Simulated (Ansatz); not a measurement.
This singlet lies 1.90 eV below the relaxed triplet at the level composite: frozen-core CCSD(T) with HF/cc-pVQZ and the correlation energy extrapolated as X^-3 from cc-pVTZ and cc-pVQZ, plus CCSDT(Q) minus CCSD(T) in cc-pVDZ // B3LYP-D3(BJ)/def2-TZVP (Ansatz, a first-principles code).

The numbers are results of Ansatz with B3LYP-D3(BJ)/def2-TZVP, not measurements. No frequencies were computed at this level.

Ansatz 0.2 input:
```yaml
crystal:
  periodic: [false, false, false]
  atoms:
    - { symbol: F, position_ang: [1.285066, -0.353877, -0.000004] }
    - { symbol: Ge, position_ang: [-0.093398, 0.796442, -0.000001] }
    - { symbol: H, position_ang: [-1.191667, -0.442565, 0.000005] }
basis:
  gaussian: { orbitals: def2-tzvp }
hamiltonian:
  xc: b3lyp
  dispersion: d3bj
relax:
  max_steps: 150
```

Output:

```
Functional definition: B3LYP
589 factors; their error is unknown
mean field evaluation 1: about -59251.0772 eV, gradient 4.3e1 eV
mean field evaluation 2: about -59229.8363 eV, gradient 1.2e2 eV
mean field evaluation 4: about -59253.7730 eV, gradient 5.0e0 eV
mean field evaluation 8: about -59254.0287 eV, gradient 1.1e-1 eV
mean field -59254.02867695 eV, -2177.5453900549 hartree, gradient 6.7e-5 eV, S^2 0.000000; 0 other end points of the search recorded, 0 dependent functions left out
reference -59254.02884305 eV, -2177.5453961588 hartree; 21, 21 occupied and 64, 64 virtual orbitals, 589 factors
relax step   1: F+E_penalty+E_count = -59254.07825459 eV  Δ(F+E_penalty+E_count) = +0.000e0 eV  max|allowed force component| = 8.947e-1 eV/Å  Δτ_max = 0.0000 Å  (26 SCF iters, accepted)
these checks for a lower state are left out or cut short: starts, cluster_reference, orbital_swaps, neighbouring_geometries, increment
589 factors; their error is unknown
mean field evaluation 16: about -59253.7772 eV, gradient 3.8e0 eV
mean field -59254.03061683 eV, -2177.5454613440 hartree, gradient 1.1e-5 eV, S^2 0.000000; 0 other end points of the search recorded, 0 dependent functions left out
reference -59254.03078067 eV, -2177.5454673651 hartree; 21, 21 occupied and 64, 64 virtual orbitals, 589 factors
relax step   2: F+E_penalty+E_count = -59254.07984286 eV  Δ(F+E_penalty+E_count) = -1.588e-3 eV  max|allowed force component| = 4.777e-1 eV/Å  Δτ_max = 0.0648 Å  (29 SCF iters, accepted)
these checks for a lower state are left out or cut short: starts, cluster_reference, orbital_swaps, neighbouring_geometries, increment
589 factors; their error is unknown
mean field -59254.04661374 eV, -2177.5460492195 hartree, gradient 2.2e-5 eV, S^2 0.000000; 0 other end points of the search recorded, 0 dependent functions left out
reference -59254.04677869 eV, -2177.5460552816 hartree; 21, 21 occupied and 64, 64 virtual orbitals, 589 factors
relax step   3: F+E_penalty+E_count = -59254.09600646 eV  Δ(F+E_penalty+E_count) = -1.616e-2 eV  max|allowed force component| = 3.098e-1 eV/Å  Δτ_max = 0.0359 Å  (28 SCF iters, accepted)
these checks for a lower state are left out or cut short: starts, cluster_reference, orbital_swaps, neighbouring_geometries, increment
589 factors; their error is unknown
mean field evaluation 32: about -59253.8236 eV, gradient 1.0e0 eV
mean field -59254.05092209 eV, -2177.5462075486 hartree, gradient 1.6e-5 eV, S^2 0.000000; 0 other end points of the search recorded, 0 dependent functions left out
reference -59254.05108731 eV, -2177.5462136203 hartree; 21, 21 occupied and 64, 64 virtual orbitals, 589 factors
relax step   4: F+E_penalty+E_count = -59254.10036532 eV  Δ(F+E_penalty+E_count) = -4.359e-3 eV  max|allowed force component| = 1.489e-2 eV/Å  Δτ_max = 0.0207 Å  (28 SCF iters, accepted)
these checks for a lower state are left out or cut short: starts, cluster_reference, orbital_swaps, neighbouring_geometries, increment
589 factors; their error is unknown
mean field -59254.05093133 eV, -2177.5462078880 hartree, gradient 3.5e-5 eV, S^2 0.000000; 0 other end points of the search recorded, 0 dependent functions left out
reference -59254.05109652 eV, -2177.5462139588 hartree; 21, 21 occupied and 64, 64 virtual orbitals, 589 factors
relax step   5: F+E_penalty+E_count = -59254.10037203 eV  Δ(F+E_penalty+E_count) = -6.712e-6 eV  max|allowed force component| = 6.488e-4 eV/Å  Δτ_max = 0.0006 Å  (20 SCF iters, accepted)
589 factors; their error is unknown
mean field -59254.05093133 eV, -2177.5462078880 hartree, gradient 3.5e-5 eV, S^2 0.000000; 1 other end points of the search recorded, 0 dependent functions left out
reference -59254.05109652 eV, -2177.5462139588 hartree; 21, 21 occupied and 64, 64 virtual orbitals, 589 factors
Total energy: -59254.10053722 eV, -2177.5480308710 hartree
Atom 0 at     1.288842    -0.340590    -0.000004 Å, force     0.000156    -0.000239    -0.000000 eV/Å
Atom 1 at    -0.095779     0.762722    -0.000001 Å, force    -0.000649    -0.000150     0.000000 eV/Å
Atom 2 at    -1.193063    -0.422133     0.000005 Å, force     0.000493     0.000389    -0.000000 eV/Å
Dipole moment:    -0.301674     0.290904     0.000001 e Å
```

Cost: about 5 core-seconds (a rough figure).
